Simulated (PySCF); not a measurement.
Al(OMe)(OEt)2, C5H13AlO3, SMILES CC[O][Al]([O]C)[O]CC (GFN2-xTB optimised geometry):

```
22

Al    -0.286    -0.819     0.000
O     -1.134    -2.247    -0.004
C     -2.349    -2.938    -0.004
H     -3.200    -2.255     0.004
H     -2.408    -3.565    -0.898
H     -2.401    -3.577     0.883
O      1.374    -0.819     0.000
C      2.546    -1.578    -0.006
C      2.269    -3.073    -0.047
H      3.138    -1.284    -0.883
H      3.119    -1.330     0.897
H      1.697    -3.309    -0.941
H      3.200    -3.634    -0.051
H      1.677    -3.353     0.820
O     -1.129     0.611     0.000
C     -1.091     2.008     0.008
C      0.330     2.547     0.071
H     -1.587     2.369    -0.902
H     -1.662     2.359     0.878
H      0.890     2.186    -0.788
H      0.326     3.634     0.074
H      0.815     2.181     0.972
```

Computed with B3LYP/def2-SVP in PySCF.

### Question
What are the frontier orbital energies and the dipole moment?

### Answer
HOMO-2 -7.30 eV, HOMO-1 -7.28 eV, HOMO -7.26 eV, LUMO 0.11 eV, LUMO+1 1.08 eV; dipole moment 0.15 D.

On the same geometry PBE/def2-SVP (PySCF) gives HOMO-2 -5.99 eV, HOMO-1 -5.97 eV, HOMO -5.96 eV, LUMO -0.50 eV, LUMO+1 0.51 eV; dipole moment 0.14 D.

Meta-Löwdin charges at B3LYP/def2-SVP: Al1 1.15, O2 -0.62, C3 -0.04, H4 0.09, H5 0.09, H6 0.09, O7 -0.62, C8 0.08, C9 -0.29, H10 0.08, H11 0.08, H12 0.10, H13 0.09, H14 0.10, O15 -0.62, C16 0.08, C17 -0.29, H18 0.08, H19 0.08, H20 0.10, H21 0.09, H22 0.10.
